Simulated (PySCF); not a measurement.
Gas-phase reaction: 2 InF + 2 BrCl = 2 InBr + F₂ + 2 Cl

Energies from PySCF (xtb for GFN2), thermal terms from the rigid-rotor harmonic-oscillator model, ideal gas at 1 bar. † marks an energy on the PBE0/def2-TZVP geometry and frequencies; other levels use their own. CCSD(T) freezes the core. Open shells (unrestricted): Cl (multiplicity 2, electronic degeneracy 6); the rest are closed-shell singlets. GFN2 has no spin-polarisation term. Spin-orbit splitting is ignored; it lowers the true energy and changes the entropy of Cl. B3LYP is the form with VWN-RPA correlation. In: scalar-relativistic def2 core potential, no spin-orbit coupling. Br: all electrons, no relativistic terms. CCSD(T) isn't extrapolated to the basis-set limit; its ΔH°(298 K) is 450.5 kJ in def2-SVP and 531.2 kJ in def2-TZVPP. The harmonic model lacks anharmonicity and excited electronic states, which grow with temperature; levels with a mode under 35 cm⁻¹ are left out.

```tsv
level	ΔE electronic, kJ	ΔH°(298 K), kJ	ΔS°(298 K), J/K	ΔG°(800 K), kJ
B3LYP/def2-TZVP†	553	555	106	468
BLYP/def2-TZVP†	564	566	106	479
CCSD(T)/def2-SVP†	449	451	106	364
CCSD(T)/def2-TZVPP†	530	531	106	445
GFN2-xTB	708	709	99	628
M06-2X/def2-TZVP†	569	571	106	485
PBE0/def2-QZVP†	570	572	106	485
PBE0/def2-TZVP	555	557	106	470
r2SCAN/def2-TZVP†	558	559	106	473
ωB97X-V/def2-TZVP†	564	565	106	479
```
ΔH° is lowest at CCSD(T)/def2-SVP† and highest at GFN2-xTB. No reference value is set beside these.
